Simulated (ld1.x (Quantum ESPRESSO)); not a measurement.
## Cd (Z = 48), PAW: configuration errors across variants

```
Element                 : Cd (Z = 48)
Generator               : ld1.x (Quantum ESPRESSO) 7.5
Type                    : PAW
Functional              : LDA (PZ)
Relativity              : scalar-relativistic
Frozen core             : [Ar] 3d10
Valence charge          : 20
Reference configuration : 4s2 4p6 4d10 5s1 5p1
Partial waves           : 4s (bound): rcut 1.30, rcutus 1.50 bohr; 5s (bound): rcut 1.30, rcutus 1.50 bohr; 4p (bound): rcut 1.30, rcutus 1.55 bohr; 5p (bound): rcut 1.30, rcutus 1.55 bohr; 4d (bound): rcut 1.30, rcutus 1.50 bohr; 4d channel at -0.5 Ry: rcut 1.30, rcutus 1.50 bohr
Local potential         : all-electron potential smoothed inside 1.15 bohr (lloc = -1)
Core correction         : Bessel-smoothed model core inside 0.85 bohr
Augmentation charge     : BESSEL, radius 1.10 bohr
```

All-electron excitation energies from the reference (eV): (1) 4s2 4p6 4d10 5s2 5p0 -4.790; (2) 4s2 4p6 4d10 5s1 5p0 4.838; (3) 4s2 4p6 4d10 5s0 5p0 22.358; (4) 4s2 4p6 4d10 5s1.5 5p0 -0.914; (5) 4s2 4p6 4d9 5s2 5p0 13.356; (6) 4s1 4p6 4d10 5s2 5p0 108.659; (7) 4s2 4p6 4d10 5s0 5p1 10.746; (8) 4s2 4p6 4d10 5s1 5p1 spin -0.509; (9) 4s2 4p6 4d10 5s1 5p0 spin 4.649.

Spin tests fill each open shell by Hund’s rule, majority spin first.

The overlap operator is not positive definite (basis up to 400 Ry) in “base”, “waves 4s (bound): rcut 1.30, rcutus 1.44 bohr; 5s (bound): rcut 1.30, rcutus 1.44 bohr”, “waves 4p (bound): rcut 1.30, rcutus 1.56 bohr; 5p (bound): rcut 1.30, rcutus 1.56 bohr”, “waves 4d (bound): rcut 0.94, rcutus 1.00 bohr; 4d channel at -0.5 Ry: rcut 0.94, rcutus 1.00 bohr”, “augmentation BESSEL, radius 1.40 bohr”, “core correction Bessel-smoothed model core inside 1.10 bohr”, “local potential all-electron potential smoothed inside 1.30 bohr (lloc = -1)”, “wave 4d channel at -0.5 Ry: rcut 1.30, rcutus 1.50 bohr becomes 4d channel at 0.63 Ry: rcut 1.30, rcutus 1.50 bohr”. Such files are unfit for use, however small their errors in these radial tests.

4 further variants failed, have other tests or another functional or relativity, and are left out.

Errors AE − PS in meV (a dash: test not solved or not reliable):

| change | (1) | (2) | (3) | (4) | (5) | (6) | (7) | (8) | (9) | bound ghosts |
| --- | --- | --- | --- | --- | --- | --- | --- | --- | --- | --- |
| base | +1.8 | -0.9 | -3.4 | +0.5 | +4.3 | -26 | -0.5 | +0.2 | -0.7 | not determined (overlap not positive) |
| waves 4s (bound): rcut 1.30, rcutus 1.44 bohr; 5s (bound): rcut 1.30, rcutus 1.44 bohr | +1.6 | -0.9 | -3.5 | +0.4 | +3.1 | -25 | -0.5 | +0.1 | -0.7 | not determined (overlap not positive) |
| waves 4p (bound): rcut 1.30, rcutus 1.56 bohr; 5p (bound): rcut 1.30, rcutus 1.56 bohr | +2.0 | -0.8 | -3.5 | +0.6 | +5.2 | -20 | -0.4 | +0.2 | -0.6 | not determined (overlap not positive) |
| waves 4d (bound): rcut 0.94, rcutus 1.00 bohr; 4d channel at -0.5 Ry: rcut 0.94, rcutus 1.00 bohr | +1.8 | -0.9 | -3.6 | +0.5 | +4.8 | -20 | -0.8 | +0.2 | -0.6 | not determined (overlap not positive) |
| augmentation BESSEL, radius 1.40 bohr | +2.5 | -0.8 | +0.1 | +0.6 | +17 | -29 | +0.8 | +0.5 | -0.1 | not determined (overlap not positive) |
| core correction Bessel-smoothed model core inside 1.10 bohr | +1.3 | -1.0 | -3.5 | +0.2 | +3.1 | -26 | -0.9 | +0.4 | -0.4 | not determined (overlap not positive) |
| local potential all-electron potential smoothed inside 1.30 bohr (lloc = -1) | +1.7 | -1.0 | -3.0 | +0.4 | +4.7 | -29 | +0.1 | +0.2 | -0.8 | not determined (overlap not positive) |
| wave 4d channel at -0.5 Ry: rcut 1.30, rcutus 1.50 bohr becomes 4d channel at 0.63 Ry: rcut 1.30, rcutus 1.50 bohr | +1.8 | -0.8 | -3.4 | +0.5 | +3.2 | -27 | -0.5 | +0.2 | -0.6 | not determined (overlap not positive) |

Give the same row for: local potential all-electron potential smoothed inside 1.70 bohr (lloc = -1).

+2.0, -0.8, -4.0, +0.8, +1.2, -65, -0.4, +0.1, -0.7; bound ghosts: not determined (overlap not positive). Its overlap operator is not positive definite in a basis up to 400 Ry (lowest eigenvalue s -0.06), so the file is unfit for use: the generalised eigenproblem breaks down once the basis is large enough, and its test numbers describe a broken file.
